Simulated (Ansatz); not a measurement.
Cost and result for the atomization energy of C2HCl2FSi (`C#C[Si](F)(Cl)Cl`) (7 atoms, 6 bonds).

Charge 0, multiplicity 1. All single points use the PBE0-D4/def2-TZVP geometry. Program: Ansatz. All runs use 4 threads of a server CPU on a shared host. Times are those of one run each, without the atoms' runs, and a repeat can differ threefold. Electronic energies, without spin–orbit coupling; frozen cores. CCSD(T)/CBS adds CCSD(T) − MP2 in def2-TZVPP to the MP2 limit, and its time is that of the two runs behind it. T1 = 0.011. B3LYP takes the VWN-RPA correlation (the form of Gaussian; ORCA's B3LYP/G).

CCSD(T)/CBS is a level of theory with its own doubt, some kJ/mol a heavy atom from the limit and from the frozen cores, so smaller differences don't rank the functionals.

| level | functions | wall time |
| --- | --- | --- |
| BLYP-D4/def2-TZVPP | 233 | 1.1 s |
| PBE-D4/def2-TZVPP (with forces) | 233 | 1.2 s |
| r2SCAN-D4/def2-TZVPP (with forces) | 233 | 2.1 s |
| CCSD(T)/def2-SVP | 101 | 2.1 s |
| r2SCANh-D4/def2-TZVPP | 233 | 2.4 s |
| B3LYP-D4/def2-TZVPP (with forces) | 233 | 2.5 s |
| PBE-QIDH/def2-TZVPP | 233 | 2.8 s |
| B97M-V/def2-TZVPP | 233 | 3.6 s |
| ωB97M-V/def2-TZVPP (with forces) | 233 | 5 s |
| MP2/def2-QZVPP | 411 | 8.5 s |
| CAM-B3LYP-D4/def2-TZVPP | 233 | 19 s |
| CCSD(T)/def2-TZVPP | 233 | 30 s |
| CCSD(T)/CBS(def2) | – | 39 s |

Task: What atomization energy does each give, and how far from CCSD(T)/CBS? (Best estimate.)

Result: Computed: 
| level | atomization (kJ/mol) | difference from CCSD(T)/CBS | per bond |
| --- | --- | --- | --- |
| BLYP-D4/def2-TZVPP | 2970.1 | -26.6 | -4.4 |
| PBE-D4/def2-TZVPP (with forces) | 3072.2 | 75.5 | 12.6 |
| r2SCAN-D4/def2-TZVPP (with forces) | 3010.1 | 13.4 | 2.2 |
| CCSD(T)/def2-SVP | 2766.2 | -230.5 | -38.4 |
| r2SCANh-D4/def2-TZVPP | 2980.9 | -15.8 | -2.6 |
| B3LYP-D4/def2-TZVPP (with forces) | 2957.3 | -39.4 | -6.6 |
| PBE-QIDH/def2-TZVPP | 2990.0 | -6.7 | -1.1 |
| B97M-V/def2-TZVPP | 3016.4 | 19.7 | 3.3 |
| ωB97M-V/def2-TZVPP (with forces) | 3004.2 | 7.5 | 1.2 |
| MP2/def2-QZVPP | 3102.3 | 105.6 | 17.6 |
| CAM-B3LYP-D4/def2-TZVPP | 2971.6 | -25.1 | -4.2 |
| CCSD(T)/def2-TZVPP | 2897.4 | -99.3 | -16.6 |
| CCSD(T)/CBS(def2) | 2996.7 | 0.0 | 0.0 |

From BLYP to BHLYP (50 % exact exchange), in def2-TZVPP and without D4, the atomization energy moves by −95.3 kJ/mol: exact exchange takes away binding that semilocal exchange gives to molecules. Leaving LDA and LC-ωPBE aside and taking each functional with its dispersion term where it has one, the values, not all of them listed here, spread over 216.5 kJ/mol, from BHLYP-D4 to PBE-D4. LDA lies +396.5 kJ/mol from PBE without D4, its usual overbinding. The D4 term adds +38.7 kJ/mol with B3LYP and +20.2 kJ/mol with PBE0; it sums over pairs of atoms, weighted by their polarisabilities, and B3LYP, whose exchange is more repulsive, gets the larger term.
